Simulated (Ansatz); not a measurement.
Geometry optimisation, Ansatz, RKS PBE/def2-SVP.

The input (input.yaml):

```yaml
crystal:
  periodic: [false, false, false]
  atoms:
    - { symbol: Al, position_ang: [0.149178, 0.291424, -0.132654] }
    - { symbol: H, position_ang: [0.129635, 0.178525, 1.432732] }
    - { symbol: Cl, position_ang: [1.837225, 0.89755, -1.225739] }
    - { symbol: F, position_ang: [-1.300583, 0.094108, -0.945312] }
    - { symbol: O, position_ang: [0.382016, -2.438899, 0.984665] }
    - { symbol: H, position_ang: [-0.513447, -2.822822, 0.9108] }
    - { symbol: H, position_ang: [0.246876, -1.678385, 1.611108] }
basis:
  gaussian: { orbitals: def2-SVP }
hamiltonian:
  xc: pbe
relax:
  f_tol: 0.03
  max_steps: 50
output:
  orbitals: {}
```

Run as:

```bash
$ ansatz run input.yaml --threads 1 --pin off --max-ram 2048MiB --backend cpu --events-out ev --progress --plain --runs-dir out
```

Q: Where does it end, and by what steps?

A: The run converged. After 12 steps the energy has fallen by 0.891 eV; H6 moved furthest, 0.81 Å. Joined: Al1–O5.

```csv
step,energy less start (eV),largest force component (eV/Å),accepted
0,0.0000,0.917,yes
1,-0.1576,1.198,yes
2,-0.3961,1.792,yes
3,-0.6713,0.698,yes
4,-0.7874,0.745,yes
5,-0.8424,0.701,yes
6,-0.8687,0.348,yes
7,-0.8825,0.118,yes
8,-0.8870,0.041,yes
9,-0.8893,0.204,yes
10,-0.8907,0.078,yes
11,-0.8900,0.111,no
12,-0.8910,0.007,yes
```

```xyz
7
Properties=species:S:1:pos:R:3
Al 0.164 0.014 0.142
H 0.031 0.767 1.537
Cl 1.813 0.410 -1.136
F -1.272 -0.459 -0.648
O 0.365 -1.901 0.726
H -0.457 -2.263 0.322
H 0.287 -2.046 1.691
```

Whether the end is a true minimum wasn't checked by a vibrational analysis.

The run took 33 s on 1 thread of Arm Neoverse V2, on a shared host, peak memory 0.14 GiB.
